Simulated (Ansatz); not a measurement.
Computed with Ansatz on PBE0-D4/def2-TZVP structures; ΔE is electronic, products minus reactants. CBS: MP2 limit from def2 TZ/QZ plus the TZ coupled-cluster correction, frozen cores. This one scheme is used for every species. Functionals use def2-TZVPP. B3LYP here is the variant with VWN-RPA as its local correlation; programs differ in this. For Ge outer-core shells are correlated without core-valence functions, which leaves a few kJ/mol of doubt a bond. Scalar relativity is left out up to krypton. Each species was taken in one conformer, which may not be the lowest.

Reaction (substitution at a C–Ge bond): `B[CH]([SiH3])[GeH3]` + CH₃OH → `BC([SiH3])OC` + GeH₄

`B[CH]([SiH3])[GeH3]`:

```xyz
13

B     0.851    0.791    1.212
C     0.299    0.562   -0.195
Si   -1.556    0.664   -0.410
Ge    0.807   -1.358   -0.395
H     0.290    0.307    2.158
H     1.872    1.390    1.396
H     0.827    1.099   -0.987
H    -1.981    0.043   -1.696
H    -2.002    2.083   -0.419
H    -2.226   -0.051    0.707
H    -0.369   -2.247    0.035
H     2.037   -1.696    0.468
H     1.151   -1.585   -1.873
```

CH₃OH:

Z-matrix (Å, degrees):
```
C
O 1 1.409
H 1 1.097 2 112.4
H 1 1.090 2 107.0 3 -118.5
H 1 1.097 2 112.4 3 123.0
H 2 0.959 1 108.5 3 -61.6
```

`BC([SiH3])OC`:

```xyz
14

B     0.826   -0.497   -1.675
C     0.554   -0.282   -0.202
Si   -0.472    1.342   -0.669
O    -0.229   -1.217    0.480
C    -0.372   -0.950    1.850
H     0.210   -1.290   -2.321
H     1.605    0.249   -2.199
H     1.383    0.110    0.403
H    -1.627    1.385    0.260
H    -1.000    1.272   -2.059
H     0.371    2.554   -0.529
H    -0.880    0.006    2.030
H    -0.973   -1.754    2.275
H     0.603   -0.929    2.355
```

GeH₄:

Z-matrix (Å, degrees):
```
Ge
H 1 1.534
H 1 1.534 2 109.5
H 1 1.534 2 109.5 3 -120.0
H 1 1.534 2 109.5 3 120.0
```

```json
{"level": "PBE-D4", "ΔE (kJ/mol)": "81.2", "difference from CCSD(T)/CBS": "-28.3"}
{"level": "r2SCAN-D4", "ΔE (kJ/mol)": "88.3", "difference from CCSD(T)/CBS": "-21.2"}
{"level": "PBE0-D4", "ΔE (kJ/mol)": "93.0", "difference from CCSD(T)/CBS": "-16.5"}
{"level": "B3LYP-D4", "ΔE (kJ/mol)": "89.7", "difference from CCSD(T)/CBS": "-19.8"}
{"level": "ωB97X-V", "ΔE (kJ/mol)": "93.9", "difference from CCSD(T)/CBS": "-15.6"}
{"level": "ωB97M-V", "ΔE (kJ/mol)": "95.3", "difference from CCSD(T)/CBS": "-14.2"}
{"level": "B2PLYP", "ΔE (kJ/mol)": "97.1", "difference from CCSD(T)/CBS": "-12.4"}
{"level": "PBE", "ΔE (kJ/mol)": "79.9", "difference from CCSD(T)/CBS": "-29.6"}
{"level": "r2SCAN", "ΔE (kJ/mol)": "88.2", "difference from CCSD(T)/CBS": "-21.3"}
{"level": "PBE0", "ΔE (kJ/mol)": "91.8", "difference from CCSD(T)/CBS": "-17.7"}
{"level": "B3LYP", "ΔE (kJ/mol)": "87.2", "difference from CCSD(T)/CBS": "-22.3"}
{"level": "HF/def2-TZVPP", "ΔE (kJ/mol)": "107.6", "difference from CCSD(T)/CBS": "-1.9"}
{"level": "MP2/def2-TZVPP", "ΔE (kJ/mol)": "116.6", "difference from CCSD(T)/CBS": "7.1"}
{"level": "SCS-MP2/def2-TZVPP", "ΔE (kJ/mol)": "112.4", "difference from CCSD(T)/CBS": "2.9"}
{"level": "CCSD/def2-TZVPP", "ΔE (kJ/mol)": "108.0", "difference from CCSD(T)/CBS": "-1.5"}
{"level": "CCSD(T)/def2-TZVPP", "ΔE (kJ/mol)": "105.6", "difference from CCSD(T)/CBS": "-3.9"}
{"level": "HF/def2-QZVPP", "ΔE (kJ/mol)": "107.0", "difference from CCSD(T)/CBS": "-2.5"}
{"level": "MP2/def2-QZVPP", "ΔE (kJ/mol)": "118.6", "difference from CCSD(T)/CBS": "9.1"}
{"level": "SCS-MP2/def2-QZVPP", "ΔE (kJ/mol)": "114.4", "difference from CCSD(T)/CBS": "4.9"}
{"level": "HF/CBS(def2)", "ΔE (kJ/mol)": "106.9", "difference from CCSD(T)/CBS": "-2.6"}
{"level": "MP2/CBS(def2)", "ΔE (kJ/mol)": "120.5", "difference from CCSD(T)/CBS": "11.0"}
{"level": "CCSD/CBS(def2)", "ΔE (kJ/mol)": "111.9", "difference from CCSD(T)/CBS": "2.4"}
{"level": "CCSD(T)/CBS", "ΔE (kJ/mol)": "109.5", "difference from CCSD(T)/CBS": "0"}
```

Largest T1 diagnostic among the species: 0.013.

From PBE to PBE0 (25 % exact exchange), in def2-TZVPP and without D4, ΔE moves by +11.9 kJ/mol.
